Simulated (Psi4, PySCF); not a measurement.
Psi4 was given this input:
```
memory 2 GB

molecule {
-1 1
O     1.43759940   -0.31893974    1.17113549
S     0.92357543   -0.03591358   -0.15049648
O     1.20167442    1.28840781   -0.66027026
O     1.03510126   -1.11234754   -1.10960410
C    -0.92892797    0.03612172    0.15136868
F    -1.26275110    0.99198614    1.03329425
F    -1.40924817   -1.11942013    0.63811600
F    -1.61673848    0.29420318   -0.97256107
}

set {
  basis 6-31g**
  freeze_core true
  mp2_type conv
  scf_type pk
  puream true
  d_convergence 1e-8
}

energy('mp2')
print_variables()
```

Q: Convert this to an input for PySCF.

A: This is not unique; one that fits is 
```python
from pyscf import gto, scf, mp

mol = gto.Mole()
mol.atom = '''
    O     1.437599   -0.318940    1.171135
    S     0.923575   -0.035914   -0.150496
    O     1.201674    1.288408   -0.660270
    O     1.035101   -1.112348   -1.109604
    C    -0.928928    0.036122    0.151369
    F    -1.262751    0.991986    1.033294
    F    -1.409248   -1.119420    0.638116
    F    -1.616738    0.294203   -0.972561
'''
mol.basis = '6-31g**'
mol.charge = -1
mol.spin = 0
mol.verbose = 4
mol.build()

mf = scf.RHF(mol)
mf.kernel()

pt = mp.MP2(mf, frozen=12)
pt.kernel()
print('E(MP2) = %.10f' % pt.e_tot)
```

Both were run: Psi4 gave -959.570553 Eh and PySCF -959.570553 Eh, 0.000 mEh apart.
